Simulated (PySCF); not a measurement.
Planning a shielding job on `COC(=O)C(C)(C)C`.

Method: GIAO B97-2/pcSseg-1 NMR shielding, non-relativistic, gas phase (PySCF 2.14.0, density-fitted response routines). Geometry: PBE0-D3(BJ)/def2-SVP. Work: shieldings, density fitting. A driver script takes a list of jobs; this job's settings line and coordinates (Å) are shown.

Input:
```
{"job": {"kind": "nmr", "xc": "B97-2", "basis": "pcSseg-1", "pop": false}, "charge": 0, "multiplicity": 1}
C      2.577918     0.284024    -0.814687
O      1.355277     0.305768    -0.102063
C      0.296187    -0.214527    -0.737891
O      0.366138    -0.663189    -1.852241
C     -0.959611    -0.165353     0.124052
C     -1.225556     1.287486     0.535550
C     -0.721586    -1.024996     1.372320
C     -2.128516    -0.714877    -0.686932
H      2.846460    -0.743176    -1.102512
H      2.509913     0.890057    -1.730500
H      3.336097     0.700746    -0.141340
H     -2.137160     1.340096     1.150683
H     -1.376157     1.929560    -0.346168
H     -0.388012     1.694453     1.118957
H     -1.618427    -1.012772     2.010937
H     -0.515348    -2.071767     1.100263
H      0.127432    -0.646348     1.958689
H     -3.047932    -0.695346    -0.082445
H     -2.295312    -0.118821    -1.595626
H     -1.938810    -1.750051    -1.004027
```

Hardware: one thread of an Arm Neoverse N1, shared host.

How large is the basis?

196 functions for 64 electrons, with 1012 fitting functions; the fitted three-index integrals, 1012 × 196 × 197/2 numbers of 8 bytes, come to 150 MiB.

Question: Which is nearest to the wall time?
A. 47 min
B. 5.8 s
C. 47 s
D. 6.2 min

Answer: C. The run took 47 s. The SCF took 14 cycles.

At this speed, how long would 5000 such jobs take on 32 cores, one job a core?

5000/32 gives 157 rounds of 47 s, about 2.0 h of wall time and 65 core-hours, if the jobs don't slow each other.

The SCF part of the output:
```
coarse grid: 16128 points
cycle   1  E = -385.9169260041  dE =  9.022e-01  |g| = 9.294e-01  |ddm| = 3.734e+00
cycle   2  E = -385.5854176767  dE =  3.315e-01  |g| = 1.624e+00  |ddm| = 1.778e+00
cycle   3  E = -386.0671547623  dE = -4.817e-01  |g| = 2.967e-01  |ddm| = 1.307e+00
cycle   4  E = -386.0840207933  dE = -1.687e-02  |g| = 8.157e-02  |ddm| = 2.629e-01
cycle   5  E = -386.0850095534  dE = -9.888e-04  |g| = 2.758e-02  |ddm| = 5.569e-02
cycle   6  E = -386.0851705831  dE = -1.610e-04  |g| = 5.648e-03  |ddm| = 2.463e-02
cycle   7  E = -386.0851771023  dE = -6.519e-06  |g| = 1.653e-03  |ddm| = 5.699e-03
final grid: 154128 points
cycle   8  E = -386.1509407518  dE = -8.334e-05  |g| = 7.452e-03  |ddm| = 5.031e-02
cycle   9  E = -386.1509283527  dE =  1.240e-05  |g| = 1.119e-02  |ddm| = 1.479e-02
cycle  10  E = -386.1509503661  dE = -2.201e-05  |g| = 1.438e-03  |ddm| = 8.375e-03
cycle  11  E = -386.1509507240  dE = -3.579e-07  |g| = 5.205e-04  |ddm| = 1.288e-03
cycle  12  E = -386.1509507657  dE = -4.171e-08  |g| = 2.058e-04  |ddm| = 4.425e-04
cycle  13  E = -386.1509507738  dE = -8.115e-09  |g| = 2.782e-05  |ddm| = 1.662e-04
cycle  14  E = -386.1509507740  dE = -1.785e-10  |g| = 5.740e-06  |ddm| = 3.332e-05
converged SCF energy = -386.1509507740
```

On the final grid dE counts from the start density on that grid.

The host was shared with other jobs, so the times are rough.
